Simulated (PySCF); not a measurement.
A PySCF script (with the pyscf-properties extension) for the NMR shieldings of `C=C(C)[C@@]1(C)CCC[SiH2]1`, C8H16Si, on a GFN2-xTB geometry:

```python
import basis_set_exchange as bse
import numpy as np
from pyscf import gto, dft
from pyscf.prop import nmr

atoms = """
C     2.050691   -0.485914    1.444242
C     1.558941    0.017021    0.321036
C     2.447772    0.824179   -0.584922
C     0.148169   -0.180190   -0.165363
C     0.199098   -0.941125   -1.498059
C    -0.746187   -0.945808    0.824886
C    -2.213327   -0.691970    0.488248
C    -2.419183    0.821668    0.390851
Si   -0.807799    1.481363   -0.375510
H     1.486237   -1.104669    2.117679
H     3.072123   -0.299930    1.734808
H     1.896829    1.639438   -1.049738
H     3.286725    1.237243   -0.030375
H     2.851326    0.193084   -1.376468
H     0.711115   -1.894708   -1.366364
H    -0.802977   -1.141362   -1.869274
H     0.725442   -0.370735   -2.258463
H    -0.519826   -2.014479    0.814653
H    -0.567447   -0.567006    1.833034
H    -2.465216   -1.160508   -0.464926
H    -2.862261   -1.133728    1.248180
H    -2.557591    1.236068    1.389870
H    -3.317208    1.061049   -0.175257
H    -0.225474    2.579103    0.401509
H    -0.940908    1.866064   -1.785146
"""
names = dict.fromkeys(["C", "Si", "H"], "pcSseg-1")
basis = {el: gto.basis.parse(bse.get_basis(n, elements=[el], fmt="nwchem")) for el, n in names.items()}
mol = gto.M(atom=atoms, basis=basis, charge=0, verbose=0)
mf = dft.RKS(mol, xc="PBE0")
mf.grids.level = 2
mf.grids.alignment = dft.numint.BLKSIZE   # the property module wants whole blocks of grid points
mf.conv_tol = 1e-9
mf.kernel()

calc = nmr.RKS(mf)   # GIAO
C = mf.mo_coeff
Co = C[:, mf.mo_occ > 0]
resp = mf.gen_response(singlet=True, hermi=2)
def vind(x):   # induced exchange potential for any number of trial vectors
    d = np.einsum("pi,xij,qj->xpq", C, 2 * x.reshape(-1, C.shape[1], Co.shape[1]), Co, optimize=True)
    return np.einsum("xpq,pi,qj->xij", resp(d - d.transpose(0, 2, 1)), C, Co, optimize=True).ravel()
mo1, _ = nmr.rhf.solve_mo1(calc, with_cphf=vind)
sigma = calc.kernel(mo1)
for i, s in enumerate(sigma):   # ppm
    print("%2d %-2s %9.2f" % (i, mol.atom_pure_symbol(i), np.trace(s) / 3))
```

Problem. Give the expected output.

Solution. 
```
 0 C      76.68
 1 C      25.08
 2 C     157.73
 3 C     145.04
 4 C     161.49
 5 C     143.81
 6 C     158.24
 7 C     177.16
 8 Si    365.14
 9 H      26.83
10 H      26.75
11 H      30.31
12 H      29.59
13 H      29.23
14 H      31.14
15 H      30.36
16 H      30.19
17 H      30.28
18 H      29.95
19 H      29.95
20 H      29.59
21 H      30.83
22 H      30.71
23 H      27.64
24 H      27.55
```

These numbers come from an equivalent density-fitted implementation of the same equations, which agrees with the script to about 0.01 ppm for H and up to a few tenths of a ppm for heavy atoms, so last digits may differ.

Problem. Turn these shieldings into chemical shifts. Scale: 13C (σref 186.93) and 29Si (σref 349.16) and 1H (σref 31.72) vs TMS (reference shieldings calculated alike).

Solution. Averaging equivalent atoms: C 1: 161.8; C 0: 110.2; C 5: 43.1; C 3: 41.9; C 2: 29.2; C 6: 28.7; C 4: 25.4; C 7: 9.8; Si 8: -16.0; H 10: 4.96; H 9: 4.89; H 24: 4.17; H 23: 4.08; H 20: 2.12; H 11/12/13: 2.01; H 18: 1.77; H 19: 1.76; H 17: 1.44; H 14/15/16: 1.15; H 22: 1.01; H 21: 0.89 ppm. 

Size and cost of the density-fitted run: 240 basis functions, 2.7 min wall time (2.4 min CPU) on 1 thread of an Intel Xeon, shared host; peak memory 1.1 GiB.
